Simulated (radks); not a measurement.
Neutral zinc inside a hard spherical wall (all orbitals vanish at R), configuration held at [Ar] 3d10 4s2 and not refilled when levels cross. Calculated with a radial shooting solver on a logarithmic mesh with Libxc functionals: non-relativistic Kohn-Sham, PBEsol, spin-polarised, spherical densities, point nucleus. Eigenvalues in eV for spin up, with the zero of energy where the potential of the charges vanishes at infinity; a dash marks a level that is unbound or too diffuse for the functional's potential to be trusted. A positive occupied level is held by the wall or, in an anion where self-interaction has pushed it up, behind a barrier. The pressure on the wall is -dE/dV.

\begin{tabular}{lrrrrrrrrr}
R (bohr) & E (hartree) & kinetic (hartree) & e(3s) & e(3p) & e(3d) & e(4s) & e(4p, empty) & e(5s, empty) & pressure (GPa) \\ \hline
free & -1777.79850 & 1776.403 & -124.72 & -82.228 & -10.595 & -5.844 & -1.123 & - & 0 \\
15 & -1777.79850 & 1776.403 & -124.72 & -82.228 & -10.595 & -5.844 & -1.118 & 0.318 & < 0.0001 \\
12 & -1777.79849 & 1776.403 & -124.72 & -82.227 & -10.594 & -5.843 & -1.095 & 0.769 & 0.000199 \\
10 & -1777.79837 & 1776.404 & -124.71 & -82.215 & -10.582 & -5.833 & -1.023 & 1.555 & 0.00372 \\
8 & -1777.79694 & 1776.417 & -124.62 & -82.121 & -10.489 & -5.750 & -0.742 & 3.573 & 0.0709 \\
6 & -1777.78007 & 1776.518 & -124.01 & -81.516 & -9.898 & -5.152 & 0.493 & 9.754 & 1.48 \\
3.5 & -1777.32407 & 1778.316 & -118.02 & -75.567 & -4.149 & 3.230 & 12.458 & 53.537 & 132 \\
1.5 & -1756.13657 & 1844.818 & -46.755 & -2.979 & 75.339 & 203.20 & 226.36 & 598.13 & 62600 \\
\end{tabular}
